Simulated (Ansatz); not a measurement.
Donor–acceptor adduct: BF3 (SMILES FB(F)F) (first 4 atoms) with CH5N (SMILES CN); geometry from B3LYP-D3(BJ)/def2-TZVP.
(charge 0, multiplicity 1):
```
atom    x (Å)    y (Å)   z (Å)
----  -------  -------  ------
F     -0.5551  -1.0157  0.5712
B     -0.0672   0.2150  0.9459
F     -0.7961   1.2763  0.4588
F      1.2921   0.3496  0.7814
C      0.3882  -0.7691  3.3673
N     -0.3101   0.2889  2.5984
H      1.4535  -0.6846  3.1711
H      0.0391  -1.7345  3.0109
H      0.1945  -0.6710  4.4343
H     -0.0089   1.2118  2.9028
H     -1.3144   0.2419  2.7541
```

Basis-set superposition error: the interaction energy with monomers in their own basis, and in the dimer's basis (counterpoise).

Codes used: Ansatz (Gaussian basis) for Hartree–Fock, density functionals and correlated methods. 

```csv
level,uncorrected (kcal/mol),counterpoise (kcal/mol),difference
HF/aug-cc-pVQZ,-52.13,-51.94,0.18
SVWN5/def2-TZVPPD,-60.71,-60.21,0.50
PBE/def2-TZVPPD,-47.13,-46.75,0.38
revPBE/def2-TZVPPD,-41.17,-40.79,0.38
BHLYP/def2-TZVPPD,-54.29,-53.99,0.30
CAM-B3LYP/def2-TZVPPD,-52.46,-52.10,0.36
wB97X-V/def2-TZVPPD,-53.40,-53.08,0.31
B2PLYP/def2-TZVPPD,-50.46,-49.45,1.02
MP2/aug-cc-pVQZ,-54.35,-53.15,1.20
CCSD/aug-cc-pVDZ,-55.63,-49.12,6.51
```

The error is largest for CCSD/aug-cc-pVDZ (6.51 kcal/mol) and smallest for HF/aug-cc-pVQZ (0.18 kcal/mol).

Ansatz is a program for electronic structure.
